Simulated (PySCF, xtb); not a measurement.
In(Cl)(OMe)(NH2) (CH₅ClInNO), SMILES C[O][In]([NH2])[Cl]. One conformer was computed; it need not be the lowest.

Harmonic wavenumbers (cm⁻¹) from GFN2-xTB (xtb 6.7.1) at its own minimum, in rising order: 58, 71, 82, 89, 119, 160, 209, 299, 358, 428, 648, 675, 1034, 1125, 1132, 1402, 1447, 1466, 1471, 2873, 2885, 2926, 3343, 3381.

Q: What does B3LYP-D3(BJ)/def2-SVP (PySCF) give at its own minimum? (An estimate is asked for; the answer gives what the named calculation found.)

A: 28, 73, 78, 98, 140, 223, 229, 361, 464, 531, 614, 807, 1109, 1167, 1183, 1467, 1471, 1478, 1522, 2948, 3004, 3052, 3505, 3606. Paired by order, the mean absolute difference is 67 cm⁻¹ and the zero-point energies are 39.6 and 41.7 kcal/mol.
